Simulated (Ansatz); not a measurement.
CH2O2Si, SMILES `O=C[Si]O` (lower singlet; O–C–Si–O torsion 95°, C–Si–O–H torsion 8°) (charge 0, multiplicity 1). This singlet lies 1.20 eV below the relaxed triplet at the level frozen-core CCSD(T)/cc-pVTZ // PBE0-D3(BJ)/def2-TZVP (Ansatz, an electronic-structure program).

Z-matrix (Å, degrees):
```
C
O 1 1.2308
H 1 1.1067 2 119.46
Si 1 1.9173 3 155.65 2 178.29
O 4 1.6574 1 100.30 3 -83.71
H 5 0.9592 4 122.94 1 8.14
```
Charge 0, spin multiplicity 1.

Frozen-core energies in 6-31g from Ansatz at a geometry from PBE0-D3(BJ)/def2-TZVP; the HF reference has <S^2> = 0.00 and the T1 diagnostic is 0.021.

```
level     energy (Ha)  difference from CCSDT(Q) (mHa)
--------  -----------  ------------------------------
HF         -477.50757                          413.34
MP2        -477.89187                           29.04
CCSD       -477.90647                           14.44
CCSD(T)    -477.91822                            2.69
CCSDT      -477.91905                            1.87
CCSDT(Q)   -477.92091                            0.00
```
